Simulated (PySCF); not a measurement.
carbon atom (C), triplet. Base run: PBE/def2-SVP in PySCF.

Input for PySCF:
```python
from pyscf import gto, scf, dft

mol = gto.Mole()
mol.atom = '''
    C     0.00000000    0.00000000    0.00000000
'''
mol.basis = 'def2-svp'
mol.spin = 2
mol.verbose = 4
mol.build()

mf = dft.UKS(mol)
mf.xc = 'pbe'
mf.kernel()
```

The base run was repeated with changes; each row names its change, and settings that it needs were set with it.

```tsv
change	ΔE vs base (µEh)	SCF cycles	<S^2>
base	0.0	5	2.002
level_shift = 1.0 (with mf.max_cycle = 100)	0.0	16	2.002
diis_space = 2	0.0	8	2.002
diis_space = 20	0.0	5	2.002
conv_tol = 1e-11	0.0	7	2.002
diis = off; damp = 0.3 (with mf.diis_start_cycle = 200; with mf.max_cycle = 150)	0.0	10	2.002
DIIS = ADIIS	0.0	13	2.002
level_shift = 0.3 (with mf.max_cycle = 100)	0.0	9	2.002
solver = newton; init_guess = 1e	0.0	-	2.002
init_guess = huckel	0.0	5	2.002
DIIS = EDIIS	0.0	21	2.002
diis = off; damp = 0.6 (with mf.diis_start_cycle = 200; with mf.max_cycle = 150)	0.0	19	2.002
solver = newton	0.0	-	2.002
```

Open shells are given as the SCF converged; they aren't shown to be the lowest states, and a large step between rows can be another state.
